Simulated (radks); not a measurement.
Problem. Radial electron density D(r) = 4 pi r^2 rho(r) of an atom or ion with 9 electrons. Calculated with a radial shooting solver on a logarithmic mesh with Libxc functionals: non-relativistic Kohn-Sham, TPSS, spin-polarised, spherical densities, point nucleus; meta-GGA in the generalised Kohn-Sham scheme.

```
   r/bohr * D(r) (the largest magnitude, 9.69, reaches the edge; | marks zero)
 0.006867 |*
 0.008523 | *
  0.01049 |  *
  0.01302 |   *
  0.01604 |     *
   0.0199 |        *
   0.0245 |           *
  0.03041 |                *
  0.03744 |                      *
  0.04647 |                             *
  0.05721 |                                     *
  0.07101 |                                            *
  0.08743 |                                                   *
   0.1085 |                                                      *
   0.1336 |                                                     *
   0.1658 |                                               *
   0.2041 |                                       *
   0.2534 |                             *
   0.3119 |                        *
   0.3871 |                       *
   0.4767 |                           *
   0.5869 |                                *
   0.7284 |                                  *
   0.8968 |                                *
    1.113 |                         *
     1.37 |                 *
    1.701 |         *
    2.094 |    *
    2.599 | *
      3.2 |*
    3.971 *
```

What is the nuclear charge?

Solution. Z = 9. The innermost maximum, from 1s, lies near 1/Z = 0.111 bohr (found: 0.116), and its height grows with Z. The density is that of neutral fluorine in [He] 2s2 2p5; the configuration itself is not fixed sharply by these data. D(r) has 2 maxima, at r = 0.116, 0.728 bohr, and minima at 0.355 bohr, inside which lie 2.20 electrons.
